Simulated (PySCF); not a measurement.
A structure optimised at PBE0-D3(BJ)/def2-SVP, used in a PySCF frequency run:

```xyz
13

C     -0.1761     1.4416     2.4634
C     -0.0777     0.7367     1.4760
Si     0.0677    -0.3520     0.0000
C     -1.2431    -1.6603     0.0000
O      1.5375    -1.1277     0.0000
C     -0.0777     0.7367    -1.4760
C     -0.1761     1.4416    -2.4634
H     -0.2640     2.0664     3.3348
H     -1.1452    -2.2943     0.8939
H     -1.1452    -2.2943    -0.8939
H     -2.2443    -1.2045     0.0000
H      2.3189    -0.5669     0.0000
H     -0.2640     2.0664    -3.3348
```

### Question
Write its SMILES, formula and point group.

### Answer
C#C[Si](C)(O)C#C, C5H6OSi, Cs

### Question
What are its rotational constants (standard atomic weights)?

### Answer
2.3899, 1.7289, 1.3906 GHz
